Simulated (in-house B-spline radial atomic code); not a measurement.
## Response and correlation of Ga3+

Closed shell [Ar] 3d10. Computed with an all-electron radial atomic-structure program (B-spline basis): Dirac-Hartree-Fock, relativistic RPA (time-dependent Dirac-Hartree-Fock) for the response and second-order many-body perturbation theory for correlation, no-pair Dirac-Coulomb Hamiltonian, finite nucleus.

Command:
```bash
python run_mb.py task.json out
```
Settings (nuclear radius in fm, box in bohr, cutoff in hartree):
```
basis_form          2
Z                   31
core_configuration  [Ar] 3d10
rms_radius          3.9973
mass_number         69
speed_of_light      137.036
box_radius          14.844
lmax                7
intervals           64
virtual_cutoff      24025.0
```

Time taken, with all properties: 5.7 s on 1 thread of Arm Neoverse V1, on a shared host.

```
multipole (bohr³, bohr⁵, bohr⁷)  uncoupled  coupled RPA
                         dipole     1.1565       1.2401
                     quadrupole     1.7186       2.3452
                       octupole      4.621            ?
```

**Question.** What is the coupled octupole polarisability?

**Answer.** 5.9468 atomic units, +29 % against the uncoupled value.

**Question.** Which subshells carry the dipole polarisability?

**Answer.** 3d5/2 58.2 %, 3d3/2 37.9 %, 3p3/2 2.3 %.

**Question.** What does the dipole shielding factor come to?

**Answer.** The dipole shielding factor is 0.903, against the exact N/Z = 28/31 = 0.903 of the non-relativistic theorem.

Dipole polarisability at imaginary frequency:

| u (Eh) | α(iu) (bohr³) |
| --- | --- |
| 0 | 1.24 |
| 0.16 | 1.229 |
| 0.4 | 1.178 |
| 0.8 | 1.042 |
| 1.2 | 0.9011 |
| 1.6 | 0.7793 |
| 2.4 | 0.595 |
| 3.2 | 0.4675 |
| 4 | 0.3764 |
| 5.6 | 0.2584 |
| 8 | 0.1633 |
| 12 | 0.09067 |
| 16 | 0.0577 |
| 24 | 0.02945 |
| 40 | 0.01217 |
| 80 | 0.003524 |

**Question.** What dispersion coefficients follow for two such ions (the dispersion part alone)?

**Answer.** C6 = (3/π)∫α(iu)²du = 2.724 hartree·bohr⁶ and C8 = 21.37 hartree·bohr⁸.

Lowest J = 1 odd-parity excitations:

| energy (eV) | oscillator strength | leading channel | weight |
| --- | --- | --- | --- |
| 29.379 | 0.00482 | 3d5/2 → p3/2 | 0.421 |
| 30.956 | 0.178 | 3d3/2 → p1/2 | 0.793 |
| 30.983 | 0.361 | 3d5/2 → p3/2 | 0.531 |
| 47.446 | 0.013 | 3d5/2 → p3/2 | 0.803 |
| 47.963 | 0.0435 | 3d3/2 → p3/2 | 0.418 |
| 48.141 | 0.00215 | 3d3/2 → p1/2 | 0.548 |
| 50.969 | 0.0102 | 3d5/2 → f5/2 | 0.724 |
| 51.117 | 0.138 | 3d5/2 → f7/2 | 0.717 |

Second-order correlation energy by the highest angular momentum of the excited pair (hartree): s -0.02236, p -0.201, d -0.6468, f -0.4284, g -0.148, h -0.06374, i -0.02919, k -0.01487.

**Question.** What is the second-order correlation energy at the partial-wave limit?

**Answer.** The listed waves sum to -1.5544 hartree; extrapolating the increments as (l + 1/2)⁻⁴ gives -1.5848 hartree, -1.54 eV per electron.
